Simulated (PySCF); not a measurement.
Radial density of P(3+) (phosphorus, charge +3)

BLYP, [Ne] 3s2, closed-shell 1S. Calculation: PySCF 2.14, in def2-QZVPPD (10s6p5d2f1g, 76 functions); no relativity, point nucleus.

```json
{"r (bohr)": "0.00206", "4πr²ρ (e/bohr)": "0.1106"}
{"r (bohr)": "0.00347", "4πr²ρ (e/bohr)": "0.2998"}
{"r (bohr)": "0.00584", "4πr²ρ (e/bohr)": "0.7900"}
{"r (bohr)": "0.00982", "4πr²ρ (e/bohr)": "1.983"}
{"r (bohr)": "0.0165", "4πr²ρ (e/bohr)": "4.588"}
{"r (bohr)": "0.0278", "4πr²ρ (e/bohr)": "9.271"}
{"r (bohr)": "0.0467", "4πr²ρ (e/bohr)": "14.96"}
{"r (bohr)": "0.0786", "4πr²ρ (e/bohr)": "16.89"}
{"r (bohr)": "0.132", "4πr²ρ (e/bohr)": "12.41"}
{"r (bohr)": "0.222", "4πr²ρ (e/bohr)": "11.71"}
{"r (bohr)": "0.374", "4πr²ρ (e/bohr)": "15.92"}
{"r (bohr)": "0.629", "4πr²ρ (e/bohr)": "8.812"}
{"r (bohr)": "1.06", "4πr²ρ (e/bohr)": "2.084"}
{"r (bohr)": "1.78", "4πr²ρ (e/bohr)": "1.285"}
{"r (bohr)": "2.99", "4πr²ρ (e/bohr)": "0.1498"}
{"r (bohr)": "5.04", "4πr²ρ (e/bohr)": "0.0005330"}
```
